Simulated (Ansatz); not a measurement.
Li2Br2⁺, relaxed as a doublet with UKS r2SCAN-D4/def2-TZVP in Ansatz, starting from the GFN1-xTB geometry. Force threshold 0.02 eV/Å.

The relaxation made no stability test and no search for a lower SCF solution. The structure comes from a short search, and lower isomers may exist.

Start:

```xyz
4

Li    0.142    0.228   -1.644
Li   -1.135    0.862    2.781
Br   -0.579    0.541    0.588
Br    1.572   -1.631   -1.725
```

```tsv
step	energy (eV)	largest force component (eV/Å)	SCF passes
1	-140497.7517	0.263	23
2	-140497.8295	0.175	29
3	-140497.9005	0.406	28
4	-140497.9669	0.282	25
5	-140498.0211	0.191	25
6	-140498.0589	0.108	24
7	-140498.0903	0.092	23
8	-140498.1183	0.097	23
9	-140498.1538	0.102	23
10	-140498.2072	0.167	23
11	-140498.2893	0.222	23
12	-140498.3568	0.080	23
13	-140498.3587	0.049	21
14	-140498.3620	0.009	20
15 (rejected)	-140498.3613	0.029	20
16	-140498.3623	0.004	22
```

Force components are those of the run's own axes.

End:

Cartesian coordinates in Å:
```
Li 0.3357 0.3804 -1.8914
Li 0.0160 -0.0374 1.9572
Br -1.2036 0.8777 -0.0037
Br 0.8519 -1.2207 -0.0621
```

Bonds formed: Li2–Br4 (atoms count from 1). The end is the same structure that another start reached, the lowest one found.

The force fell under the threshold at step 14, but the optimiser went on. No frequencies were taken in this run, so the end may be a saddle point.

Hardware: 4 threads of Arm Neoverse V1 on a shared host. Wall time 59 s.
